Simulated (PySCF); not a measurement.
From one molecule to another.

First species: C6H11NS.
Structure used (GFN2-xTB), in Å, numbered top down from 1:
```xyz
19
C6H11NS angstrom
C     -0.7579    0.6376    1.3871
C     -0.0279    0.2050    0.1226
C     -1.0251   -0.0217   -1.0509
N     -2.0274   -1.0300   -0.8435
C      1.1962    1.0610   -0.2851
C      2.0920   -0.1867   -0.1803
C      0.9014   -0.9630    0.2892
S      0.6769   -2.4861    0.7716
H     -0.0433    0.8711    2.1737
H     -1.3644    1.5200    1.1899
H     -1.3998   -0.1642    1.7468
H     -0.4536   -0.3016   -1.9412
H     -1.5262    0.9302   -1.2520
H     -1.5982   -1.9288   -0.6475
H     -2.6351   -0.7933   -0.0680
H      1.4391    1.8392    0.4343
H      1.1335    1.4982   -1.2789
H      2.9018   -0.1323    0.5468
H      2.5082   -0.5454   -1.1220
```

Second species: C7H11N3.
Bonds: C1–C2 (double), C2–C3, C3–C4 (aromatic), C4–N5 (aromatic), N5–N6 (aromatic), N6–N7 (aromatic), N7–C8, C8–C9, C9–C10, C3–N7 (aromatic). Hydrogens: H11, H12 on C1; H13 on C2; H14 on C4; H15, H16 on C8; H17, H18 on C9; H19, H20, H21 on C10.

Levels: PBE0/pcSseg-1 for dipole moment, HOMO energy, LUMO energy and HOMO–LUMO gap; GFN2-xTB for rotational constant A and rotational constant C. Geometries: GFN2-xTB. Each species is one conformer at its optimised geometry, gas phase, non-relativistic unless stated. Electronic properties by PySCF.

Dipoles, sizes and rotational constants follow the conformer. The torsions of the flexible species, by atom-mapped SMILES:
- `[CH3:1][C@@:2]1([CH2:3][NH2:4])[CH2:5][CH2:6][C:7]1=[S:8]`: C1–C2–C3–N4 -60°, H–N4–C3–C2 -58°, H–N4–C3–C2 62°
- `[CH2:1]=[CH:2][c:3]1[cH:4][n:5][n:6][n:7]1[CH2:8][CH2:9][CH3:10]`: C1–C2–C3–C4 3°, N6–N7–C8–C9 -98°, N7–C8–C9–C10 66°

```json
{"property": "dipole moment", "column X": "4.60 D", "column Y": "2.79 D"}
{"property": "HOMO energy", "column X": "-6.84 eV", "column Y": "-6.22 eV"}
{"property": "LUMO energy", "column X": "-1.23 eV", "column Y": "-2.03 eV"}
{"property": "HOMO–LUMO gap", "column X": "5.61 eV", "column Y": "4.19 eV"}
{"property": "rotational constant A", "column X": "1.887 GHz", "column Y": "1.925 GHz"}
{"property": "rotational constant C", "column X": "0.806 GHz", "column Y": "1.203 GHz"}
```

Question: Which column belongs to which species?

Answer: Column X is the second species and column Y the first. The first has 19 atoms and 70 electrons, the second 21 and 74.

Question: How does each property change from the first species to the second?

Answer: dipole moment +1.81 D; HOMO energy -0.62 eV; LUMO energy +0.80 eV; HOMO–LUMO gap +1.42 eV; rotational constant A -0.038 GHz; rotational constant C -0.397 GHz.

On the first: The dipole matches unit charges of opposite sign 0.58 Å apart (1 e·Å = 4.8032 D).

On the second: The dipole matches unit charges of opposite sign 0.96 Å apart (1 e·Å = 4.8032 D).
